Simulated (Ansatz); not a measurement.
Consider the isomerisation: `C[SiH2]S[SiH3]` → `C[SiH2][SiH2]S`.

Isolated molecules relaxed with PBE0-D4/def2-TZVP in Ansatz; ΔE leaves out vibrations. CBS: MP2 limit from def2 TZ/QZ plus the TZ coupled-cluster correction, frozen cores. DFT in def2-TZVPP. Each species was taken in one conformer, which may not be the lowest.

```json
{"level": "CAM-B3LYP-D4", "ΔE (eV)": "0.66"}
{"level": "B2PLYP", "ΔE (eV)": "0.69"}
{"level": "revPBE", "ΔE (eV)": "0.54"}
{"level": "r2SCAN", "ΔE (eV)": "0.65"}
{"level": "PBE0", "ΔE (eV)": "0.60"}
{"level": "HF/def2-SVP", "ΔE (eV)": "0.72"}
{"level": "SCS-MP2/def2-TZVPP", "ΔE (eV)": "0.75"}
{"level": "HF/CBS(def2)", "ΔE (eV)": "0.77"}
```

(1) What does CCSD(T)/CBS give? (An estimate is asked.)

Largest T1 diagnostic among the species: 0.011.

Answers

(1) Computed: +0.69 eV. The listed levels differ from it by -0.03, 0.00, -0.15, -0.04, -0.09, 0.03, 0.06, 0.08 eV.

From PBE to PBE0 (25 % exact exchange), in def2-TZVPP and without D4, ΔE moves by +0.05 eV. Leaving LDA and LC-ωPBE aside and taking each functional with its dispersion term where it has one, the values, not all of them listed here, spread over 0.16 eV, from PBE-D4 to ωB97M-V.
